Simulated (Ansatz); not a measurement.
Consider the cleavage of the Si–Sn bond: `[SiH3][SnH]([Cl])[I]` + `CNC` → `CN(C)[SiH3]` + `[Cl][SnH2][I]`.

Isolated molecules relaxed with PBE0-D4/def2-TZVP in Ansatz; ΔE leaves out vibrations. CBS: MP2 limit from def2 TZ/QZ plus the TZ coupled-cluster correction, frozen cores. DFT in def2-TZVPP. Elements past krypton have def2 core potentials. For I, Sn outer-core shells are correlated without core-valence functions, which leaves a few kJ/mol of doubt a bond.

`[SiH3][SnH]([Cl])[I]`:

Cartesian coordinates in Å:
```
Si -0.844 -1.131 -0.140
Sn 0.689 0.922 -0.151
Cl -0.568 2.712 0.673
I 2.680 0.502 1.597
H -0.057 -2.304 -0.593
H -1.309 -1.314 1.255
H -1.988 -0.888 -1.053
H 1.399 1.501 -1.588
```

`CNC`:

Z-matrix (Å, degrees):
```
C
N 1 1.445
H 1 1.094 2 109.4
H 1 1.092 2 110.0 3 117.9
H 1 1.104 2 114.0 3 -120.2
C 2 1.445 1 112.8 3 65.3
H 2 1.011 1 109.8 3 -171.9
H 6 1.104 2 114.0 1 54.9
H 6 1.094 2 109.4 1 -65.3
H 6 1.092 2 110.0 1 176.8
```

`CN(C)[SiH3]`:

Cartesian coordinates in Å:
```
C 0.689 1.293 -0.133
N 0.072 0.033 0.200
C 0.981 -1.085 0.160
Si -1.620 -0.197 0.015
H 1.082 1.316 -1.161
H 1.528 1.499 0.544
H -0.028 2.110 -0.030
H 1.824 -0.918 0.842
H 1.398 -1.260 -0.844
H 0.475 -2.000 0.477
H -2.086 -0.427 -1.389
H -2.305 1.026 0.511
H -2.009 -1.391 0.810
```

`[Cl][SnH2][I]`:

Z-matrix (Å, degrees):
```
Sn
Cl 1 2.323
I 1 2.665 2 107.6
H 1 1.698 2 106.9 3 117.2
H 1 1.698 2 106.9 3 -117.2
```

| species | ωB97M-V energy (Eh) |
| --- | --- |
| `[SiH3][SnH]([Cl])[I]` | -1264.09908 |
| `CNC` | -135.13593 |
| `CN(C)[SiH3]` | -425.82937 |
| `[Cl][SnH2][I]` | -973.40893 |

**Question.** Work out ΔE.

**Answer.** ΔE = (-425.82937) + (-973.40893) − (-1264.09908) − (-135.13593) = -0.00329 Eh = -8.6 kJ/mol. CCSD(T)/CBS gives -2.6 kJ/mol.

Largest T1 diagnostic among the species: 0.011.

From PBE to PBE0 (25 % exact exchange), in def2-TZVPP and without D4, ΔE moves by −4.8 kJ/mol. Leaving LDA and LC-ωPBE aside and taking each functional with its dispersion term where it has one, the values, not all of them listed here, spread over 20.6 kJ/mol, from B97M-V to PBE-D4. LDA lies −11.1 kJ/mol from PBE without D4. At CCSD(T), def2-SVP lies −4.4 kJ/mol from the extrapolated value and def2-TZVPP −5.3 kJ/mol.
